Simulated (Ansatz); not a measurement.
`C[NH][SnH]([Cl])[Cl]` + H₂S → `[SH][SnH]([Cl])[Cl]` + CH₃NH₂ at 600 K and 1 bar (ligand exchange at the Sn–N bond).

Computed with Ansatz on PBE0-D4/def2-TZVP structures; ΔE is electronic, products minus reactants. CBS: MP2 limit from def2 TZ/QZ plus the TZ coupled-cluster correction, frozen cores. This one scheme is used for every species. def2 core potentials past Kr. For Sn outer-core shells are correlated without core-valence functions, which leaves a few kJ/mol of doubt a bond. One conformer a species, not always the lowest.

```
               species  CCSD(T)/CBS energy (Eh)  H − E (kJ/mol)  S (J/(mol·K))
`C[NH][SnH]([Cl])[Cl]`              -1229.43487           232.5          489.0
                   H₂S               -398.97279            60.8          230.9
 `[SH][SnH]([Cl])[Cl]`              -1532.67433           101.8          452.0
                CH₃NH₂                -95.75281           199.3          283.8
```

H − E and S are ideal-gas, rigid-rotor, harmonic terms from PBE0-D4/def2-TZVP, for one conformer and one mirror image of each species. 1 Eh = 2625.50 kJ/mol, R = 8.31446 J/(mol·K).

**Question.** By hand: ΔE, ΔH, ΔS and ΔG.

**Answer.** ΔE = (-1532.67433) + (-95.75281) − (-1229.43487) − (-398.97279) = -0.01948 Eh = -51.1 kJ/mol. Δ(H − E) = 101.8 + 199.3 − 232.5 − 60.8 = 7.8, so ΔH = -43.3 kJ/mol. ΔS = 452.0 + 283.8 − 489.0 − 230.9 = 15.9 J/(mol·K). ΔG = -43.3 − 600 × (15.9)/1000 = -52.8 kJ/mol.

**Question.** By hand: the equilibrium constant, and the temperature at which ΔG would vanish if ΔH and ΔS stayed fixed.

**Answer.** log₁₀ K = −ΔG/(RT ln 10) = 4.6. ΔH and −TΔS have one sign here, so there is no such temperature.

ΔH outweighs TΔS. A doubt of 5 kJ/mol in ΔE shifts log₁₀ K by 0.4 here. Other conformers and mirror images would add mixing entropy, several J/(mol·K) or more a flexible species. Modes under 60 cm⁻¹, often nearly free rotors, make the harmonic entropy too high. These are equilibria of isolated gas molecules and say nothing of rates. Largest T1 diagnostic: 0.012 (customary marks: 0.02 for closed shells, 0.045 for open ones).
